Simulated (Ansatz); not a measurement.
Consider the germylene loss: `O[SiH](O)[GeH3]` → `O[SiH2]O` + `[GeH2]`.

Calculated with Ansatz (gas phase, PBE0-D4/def2-TZVP geometries, no zero-point term in ΔE). CBS: MP2 limit from def2 TZ/QZ plus the TZ coupled-cluster correction, frozen cores. Functionals use def2-TZVPP. For Ge outer-core shells are correlated without core-valence functions, which leaves a few kJ/mol of doubt a bond. Scalar relativity is left out up to krypton. One conformer a species, not always the lowest.

```csv
species,r2SCAN0-D4 energy (Eh)
`O[SiH](O)[GeH3]`,-2520.57544
`O[SiH2]O`,-442.39572
`[GeH2]`,-2078.10757
```

Task: Work out ΔE.

Result: ΔE = (-442.39572) + (-2078.10757) − (-2520.57544) = 0.07215 Eh = +189.4 kJ/mol. CCSD(T)/CBS gives +171.5 kJ/mol.

Largest T1 diagnostic among the species: 0.012.

Leaving LDA and LC-ωPBE aside and taking each functional with its dispersion term where it has one, the values, not all of them listed here, spread over 40.1 kJ/mol, from BLYP-D4 to r2SCAN-D4. LDA lies +44.1 kJ/mol from PBE without D4. From BLYP to BHLYP (50 % exact exchange), in def2-TZVPP and without D4, ΔE moves by +17.3 kJ/mol.
